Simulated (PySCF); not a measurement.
GaF, SMILES [F][Ga] (connectivity only; charge and spin as stated), neutral, multiplicity 1. Geometry: PBE-D3(BJ)/def2-TZVPD.

The numbers are results of PBE-D3(BJ)/def2-TZVPD (PySCF), not measurements.

Harmonic wavenumbers (cm⁻¹): 579. Rotational constants (GHz): 10.29 (linear); symmetry number 1.

Work out the zero-point energy and the ideal-gas rigid-rotor harmonic-oscillator thermochemistry at 298.15 K and 1 atm.

ZPE = ½ Σ hcν = ½ × 579 cm⁻¹ = 0.83 kcal/mol. H − E(el) = 3.01 kcal/mol. Entropy in cal/(mol K): translation 39.36, rotation 14.71, vibration 0.49, total 54.56. G − E(el) = -13.26 kcal/mol. Cp = 8.03 cal/(mol K).
